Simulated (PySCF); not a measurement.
Input file for PySCF: R-BP86/6-31G* on CH5FO (a complex), monomers drawn apart or pushed together.

```python
from pyscf import gto, scf, dft, mp
from pyscf.data.elements import chemcore

mol = gto.M(
    atom='''
    O     0.00035071    0.48345160   -0.13920918
    H     0.20934145   -0.13535940    0.57280373
    H    -0.43860270   -0.04081437   -0.81579487
    C    -0.20228336    0.34661819    4.71834495
    F     0.25594803   -0.82793909    4.10337086
    H    -0.50803729    1.04095227    3.93745225
    H    -1.04414615    0.08688651    5.35916458
    H     0.61431300    0.76158137    5.30787562
    ''',
    basis='6-31g*',
    cart=True,
    charge=0, spin=0, verbose=3, max_memory=1800)
mf = dft.RKS(mol, xc='b88,p86')
mf.conv_tol = 1e-8
mf.max_cycle = 100
mf.kernel()
if not mf.converged:
    mf = mf.newton().run(mf.mo_coeff, mf.mo_occ)
```

Q: What total energy does the run end on?

A: -216.1367 hartree.
